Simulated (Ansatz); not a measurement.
## Molecular dynamics of Cl2F2HOTa

The input (input.yaml):

```yaml
crystal:
  periodic: [false, false, false]
  atoms:
    - { symbol: Ta, position_ang: [-0.035946, -0.055748, -0.01465] }
    - { symbol: O, position_ang: [1.851224, -0.159401, 0.001169] }
    - { symbol: H, position_ang: [2.3871, -0.208746, 0.807766] }
    - { symbol: F, position_ang: [0.040234, -0.09387, 1.886382] }
    - { symbol: F, position_ang: [0.038603, -0.022071, -1.901654] }
    - { symbol: Cl, position_ang: [-1.082125, 2.00726, 0.04191] }
    - { symbol: Cl, position_ang: [-1.29199, -1.998224, -0.030622] }
basis:
  gaussian: { orbitals: def2-SVP }
hamiltonian:
  xc: b3lyp
md:
  timestep: 0.5
  n_steps: 100
  ensemble: nve
  temperature: 100.0
  initial_velocities: maxwell_boltzmann
  seed: 980841
  masses: [{ species: H, mass: 10.0 }]
```

Command:

```bash
$ ansatz run input.yaml --threads 2 --pin off --max-ram 3072MiB --backend cpu --events-out ev --progress --plain --runs-dir out
```

It starts from a relaxed structure.

Output, in part (one step line in 2, the closing report, with atoms numbered from 0):

```
md step     0: t =     0.00 fs  T =   100.0 K  F+E_penalty+E_count = -34090.23083333 eV  E_kin = 0.064630 eV  conserved = -34090.16620333 eV  (29 SCF iters)
md step     2: t =     1.00 fs  T =    99.7 K  F+E_penalty+E_count = -34090.23065913 eV  E_kin = 0.064456 eV  conserved = -34090.16620308 eV  (34 SCF iters)
md step     4: t =     2.00 fs  T =    99.0 K  F+E_penalty+E_count = -34090.23017231 eV  E_kin = 0.063970 eV  conserved = -34090.16620235 eV  (34 SCF iters)
md step     6: t =     3.00 fs  T =    97.8 K  F+E_penalty+E_count = -34090.22942136 eV  E_kin = 0.063220 eV  conserved = -34090.16620125 eV  (35 SCF iters)
md step     8: t =     4.00 fs  T =    96.4 K  F+E_penalty+E_count = -34090.22847805 eV  E_kin = 0.062278 eV  conserved = -34090.16620004 eV  (34 SCF iters)
md step    10: t =     5.00 fs  T =    94.7 K  F+E_penalty+E_count = -34090.22742066 eV  E_kin = 0.061222 eV  conserved = -34090.16619898 eV  (35 SCF iters)
md step    12: t =     6.00 fs  T =    93.0 K  F+E_penalty+E_count = -34090.22631681 eV  E_kin = 0.060119 eV  conserved = -34090.16619829 eV  (34 SCF iters)
md step    14: t =     7.00 fs  T =    91.3 K  F+E_penalty+E_count = -34090.22521071 eV  E_kin = 0.059013 eV  conserved = -34090.16619795 eV  (35 SCF iters)
md step    16: t =     8.00 fs  T =    89.6 K  F+E_penalty+E_count = -34090.22411834 eV  E_kin = 0.057920 eV  conserved = -34090.16619808 eV  (27 SCF iters)
md step    18: t =     9.00 fs  T =    87.9 K  F+E_penalty+E_count = -34090.22303042 eV  E_kin = 0.056832 eV  conserved = -34090.16619842 eV  (28 SCF iters)
md step    20: t =    10.00 fs  T =    86.2 K  F+E_penalty+E_count = -34090.22192345 eV  E_kin = 0.055725 eV  conserved = -34090.16619876 eV  (28 SCF iters)
md step    22: t =    11.00 fs  T =    84.4 K  F+E_penalty+E_count = -34090.22077400 eV  E_kin = 0.054575 eV  conserved = -34090.16619888 eV  (27 SCF iters)
md step    24: t =    12.00 fs  T =    82.6 K  F+E_penalty+E_count = -34090.21957214 eV  E_kin = 0.053373 eV  conserved = -34090.16619865 eV  (28 SCF iters)
md step    26: t =    13.00 fs  T =    80.7 K  F+E_penalty+E_count = -34090.21832934 eV  E_kin = 0.052131 eV  conserved = -34090.16619809 eV  (27 SCF iters)
md step    28: t =    14.00 fs  T =    78.7 K  F+E_penalty+E_count = -34090.21707788 eV  E_kin = 0.050881 eV  conserved = -34090.16619735 eV  (28 SCF iters)
md step    30: t =    15.00 fs  T =    76.8 K  F+E_penalty+E_count = -34090.21586165 eV  E_kin = 0.049665 eV  conserved = -34090.16619667 eV  (28 SCF iters)
md step    32: t =    16.00 fs  T =    75.1 K  F+E_penalty+E_count = -34090.21472132 eV  E_kin = 0.048525 eV  conserved = -34090.16619629 eV  (27 SCF iters)
md step    34: t =    17.00 fs  T =    73.5 K  F+E_penalty+E_count = -34090.21367886 eV  E_kin = 0.047482 eV  conserved = -34090.16619640 eV  (28 SCF iters)
md step    36: t =    18.00 fs  T =    72.0 K  F+E_penalty+E_count = -34090.21272742 eV  E_kin = 0.046530 eV  conserved = -34090.16619700 eV  (27 SCF iters)
md step    38: t =    19.00 fs  T =    70.6 K  F+E_penalty+E_count = -34090.21183027 eV  E_kin = 0.045632 eV  conserved = -34090.16619795 eV  (34 SCF iters)
md step    40: t =    20.00 fs  T =    69.2 K  F+E_penalty+E_count = -34090.21092971 eV  E_kin = 0.044731 eV  conserved = -34090.16619898 eV  (31 SCF iters)
md step    42: t =    21.00 fs  T =    67.7 K  F+E_penalty+E_count = -34090.20996301 eV  E_kin = 0.043763 eV  conserved = -34090.16619980 eV  (34 SCF iters)
md step    44: t =    22.00 fs  T =    66.0 K  F+E_penalty+E_count = -34090.20888022 eV  E_kin = 0.042680 eV  conserved = -34090.16620020 eV  (34 SCF iters)
md step    46: t =    23.00 fs  T =    64.1 K  F+E_penalty+E_count = -34090.20765793 eV  E_kin = 0.041458 eV  conserved = -34090.16620009 eV  (35 SCF iters)
md step    48: t =    24.00 fs  T =    62.1 K  F+E_penalty+E_count = -34090.20630525 eV  E_kin = 0.040106 eV  conserved = -34090.16619950 eV  (35 SCF iters)
md step    50: t =    25.00 fs  T =    59.8 K  F+E_penalty+E_count = -34090.20486034 eV  E_kin = 0.038662 eV  conserved = -34090.16619859 eV  (34 SCF iters)
md step    52: t =    26.00 fs  T =    57.5 K  F+E_penalty+E_count = -34090.20337955 eV  E_kin = 0.037182 eV  conserved = -34090.16619766 eV  (35 SCF iters)
md step    54: t =    27.00 fs  T =    55.3 K  F+E_penalty+E_count = -34090.20192219 eV  E_kin = 0.035725 eV  conserved = -34090.16619691 eV  (35 SCF iters)
md step    56: t =    28.00 fs  T =    53.1 K  F+E_penalty+E_count = -34090.20053617 eV  E_kin = 0.034340 eV  conserved = -34090.16619658 eV  (34 SCF iters)
md step    58: t =    29.00 fs  T =    51.1 K  F+E_penalty+E_count = -34090.19924756 eV  E_kin = 0.033051 eV  conserved = -34090.16619656 eV  (35 SCF iters)
md step    60: t =    30.00 fs  T =    49.3 K  F+E_penalty+E_count = -34090.19805803 eV  E_kin = 0.031861 eV  conserved = -34090.16619686 eV  (34 SCF iters)
md step    62: t =    31.00 fs  T =    47.6 K  F+E_penalty+E_count = -34090.19694906 eV  E_kin = 0.030752 eV  conserved = -34090.16619733 eV  (27 SCF iters)
md step    64: t =    32.00 fs  T =    45.9 K  F+E_penalty+E_count = -34090.19589249 eV  E_kin = 0.029695 eV  conserved = -34090.16619771 eV  (28 SCF iters)
md step    66: t =    33.00 fs  T =    44.4 K  F+E_penalty+E_count = -34090.19486406 eV  E_kin = 0.028666 eV  conserved = -34090.16619784 eV  (27 SCF iters)
md step    68: t =    34.00 fs  T =    42.8 K  F+E_penalty+E_count = -34090.19385539 eV  E_kin = 0.027658 eV  conserved = -34090.16619761 eV  (27 SCF iters)
md step    70: t =    35.00 fs  T =    41.3 K  F+E_penalty+E_count = -34090.19288070 eV  E_kin = 0.026684 eV  conserved = -34090.16619704 eV  (27 SCF iters)
md step    72: t =    36.00 fs  T =    39.9 K  F+E_penalty+E_count = -34090.19197545 eV  E_kin = 0.025779 eV  conserved = -34090.16619628 eV  (26 SCF iters)
md step    74: t =    37.00 fs  T =    38.7 K  F+E_penalty+E_count = -34090.19118684 eV  E_kin = 0.024991 eV  conserved = -34090.16619558 eV  (26 SCF iters)
md step    76: t =    38.00 fs  T =    37.7 K  F+E_penalty+E_count = -34090.19055846 eV  E_kin = 0.024363 eV  conserved = -34090.16619519 eV  (26 SCF iters)
md step    78: t =    39.00 fs  T =    37.0 K  F+E_penalty+E_count = -34090.19011417 eV  E_kin = 0.023919 eV  conserved = -34090.16619530 eV  (28 SCF iters)
md step    80: t =    40.00 fs  T =    36.6 K  F+E_penalty+E_count = -34090.18984645 eV  E_kin = 0.023650 eV  conserved = -34090.16619596 eV  (28 SCF iters)
md step    82: t =    41.00 fs  T =    36.4 K  F+E_penalty+E_count = -34090.18971360 eV  E_kin = 0.023517 eV  conserved = -34090.16619705 eV  (31 SCF iters)
md step    84: t =    42.00 fs  T =    36.3 K  F+E_penalty+E_count = -34090.18964706 eV  E_kin = 0.023449 eV  conserved = -34090.16619833 eV  (35 SCF iters)
md step    86: t =    43.00 fs  T =    36.2 K  F+E_penalty+E_count = -34090.18956670 eV  E_kin = 0.023367 eV  conserved = -34090.16619951 eV  (35 SCF iters)
md step    88: t =    44.00 fs  T =    35.9 K  F+E_penalty+E_count = -34090.18939945 eV  E_kin = 0.023199 eV  conserved = -34090.16620030 eV  (34 SCF iters)
md step    90: t =    45.00 fs  T =    35.4 K  F+E_penalty+E_count = -34090.18909540 eV  E_kin = 0.022895 eV  conserved = -34090.16620064 eV  (34 SCF iters)
md step    92: t =    46.00 fs  T =    34.7 K  F+E_penalty+E_count = -34090.18863664 eV  E_kin = 0.022436 eV  conserved = -34090.16620042 eV  (34 SCF iters)
md step    94: t =    47.00 fs  T =    33.8 K  F+E_penalty+E_count = -34090.18803731 eV  E_kin = 0.021837 eV  conserved = -34090.16619982 eV  (34 SCF iters)
md step    96: t =    48.00 fs  T =    32.7 K  F+E_penalty+E_count = -34090.18733472 eV  E_kin = 0.021136 eV  conserved = -34090.16619908 eV  (34 SCF iters)
md step    98: t =    49.00 fs  T =    31.5 K  F+E_penalty+E_count = -34090.18657539 eV  E_kin = 0.020377 eV  conserved = -34090.16619845 eV  (34 SCF iters)
md step   100: t =    50.00 fs  T =    30.3 K  F+E_penalty+E_count = -34090.18580018 eV  E_kin = 0.019602 eV  conserved = -34090.16619811 eV  (31 SCF iters)
Total energy: -34090.18610253 eV, -1252.7912321098 hartree
Atom 0 at    -0.059125    -0.065472    -0.017818 Å, force     0.092925    -0.021278    -0.024036 eV/Å
Atom 1 at     1.816335    -0.233633     0.004224 Å, force     0.279768     0.146605     0.178721 eV/Å
Atom 2 at     2.262729    -0.099813     0.861114 Å, force     0.025645    -0.137115    -0.224817 eV/Å
Atom 3 at     0.081217     0.001778     1.881396 Å, force    -0.133628    -0.123777     0.039157 eV/Å
Atom 4 at     0.015272     0.024270    -1.901069 Å, force     0.004173    -0.021000    -0.012397 eV/Å
Atom 5 at    -0.993397     2.049473     0.063356 Å, force    -0.171750     0.081775    -0.048882 eV/Å
Atom 6 at    -1.221035    -2.064125    -0.049965 Å, force    -0.097134     0.074791     0.092254 eV/Å
Dipole moment:     0.233399    -0.026754     0.251220 e Å
```

The run went to its last step. The conserved energy stayed within 0.0012 meV per atom of its start (net change 0.00071 meV per atom), so the integration is sound. A run of 0.05 ps of so small a system gives no equilibrium averages.

The same pairs are bonded in the first frame and the last. Pairs count as bonded within 1.25 times the sum of covalent radii (0.12 Å more for H–H).

Last frame:

```xyz
7
Properties=species:S:1:pos:R:3
Ta -0.059 -0.066 -0.018
O 1.816 -0.234 0.004
H 2.263 -0.100 0.861
F 0.081 0.002 1.881
F 0.015 0.024 -1.901
Cl -0.993 2.050 0.063
Cl -1.221 -2.064 -0.050
```

Time of the run: 7.2 min on 2 threads of Arm Neoverse V1, on a shared host, peak memory 0.29 GiB.
